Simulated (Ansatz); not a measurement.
CH$_{5}$FNSTa, SMILES `[CH3][Ta]([NH2])([F])=[S]`. Charge 0, multiplicity 1. Ta: def2 effective core potential.

Z-matrix (Å, degrees):
```
C
Ta 1 2.145
H 1 1.096 2 109.6
H 1 1.093 2 111.9 3 -119.6
H 1 1.097 2 110.4 3 119.4
N 2 1.955 1 105.7 3 179.1
F 2 1.877 1 106.6 3 -58.4
S 2 2.160 1 105.7 3 64.8
H 6 1.012 2 123.4 1 75.6
H 6 1.009 2 126.0 1 -109.8
```

(1) List the harmonic frequencies (cm⁻¹, unscaled) at PBE0-D4/def2-TZVP in Ansatz. (An estimate is asked.)

(2) Is this a minimum?

(3) Give the ideal-gas thermochemistry at 298.15 K and 1 bar (rigid rotor, harmonic oscillator; point group C1, symmetry number 1).

Answers

(1) Ansatz gave: 145, 145, 156, 168, 174, 183, 348, 522, 528, 535, 568, 583, 626, 677, 703, 1200, 1411, 1417, 1540, 3023, 3104, 3133, 3560, 3661.

(2) Yes, all 24 modes are real.

(3) Zero-point energy 168.2 kJ/mol; H(298) − E = 192.4 kJ/mol; entropy 379.8 J/(mol·K), of which translation 178.4, rotation 116.6, vibration 84.8; G(298) − E = 79.2 kJ/mol.
